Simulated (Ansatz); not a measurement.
Molecule: dimethylaminoboronic acid, C2H8BNO2 (charge 0, singlet). 
Coordinates optimised at B3LYP-D3(BJ)/def2-TZVP (Ansatz, a program for electronic structure):
```xyz
14

C     -1.4245     0.1986    -1.2036
N     -0.6272    -0.1305    -0.0405
C     -1.3650    -0.7789     1.0234
B      0.7496     0.1559     0.0484
O      1.4260    -0.1994     1.2062
O      1.3663     0.7803    -1.0258
H     -2.2448     0.8768    -0.9388
H     -0.8080     0.6804    -1.9576
H     -1.8709    -0.7022    -1.6419
H     -0.7060    -0.9953     1.8598
H     -2.1829    -0.1411     1.3800
H     -1.8090    -1.7201     0.6769
H      2.3600     0.0170     1.2169
H      2.3030     0.9531    -0.9156
```

Quantity: atomisation energy (electronic, to ground-state atoms); the coupled-cluster value holds the core correlation from cc-pwCVTZ, in eV. Valence correlation only, unless marked. Open shells are spin-unrestricted. Spin-orbit coupling is left out. No relativistic terms. Basis-set limits of correlation are two-point, X^-3; Hartree-Fock from the larger set.

Level to compare with: CCSD(T)/CBS(cc-pVTZ,cc-pVQZ) plus the core term (Ansatz), 59.29 eV. It is a level with limits of its own, and the differences hold the functionals' basis error too.

Task: Rank these functionals by how close they come to CCSD(T)/CBS(cc-pVTZ,cc-pVQZ), closest first: BLYP/def2-TZVPD (Ansatz); wB97X/def2-TZVPD (Ansatz); r2SCAN/def2-TZVPD (Ansatz).

Result: r2SCAN/def2-TZVPD (meta-GGA, 59.05 eV, difference -0.24), wB97X/def2-TZVPD (range-separated hybrid, 58.89 eV, difference -0.40), BLYP/def2-TZVPD (GGA, 58.57 eV, difference -0.72)
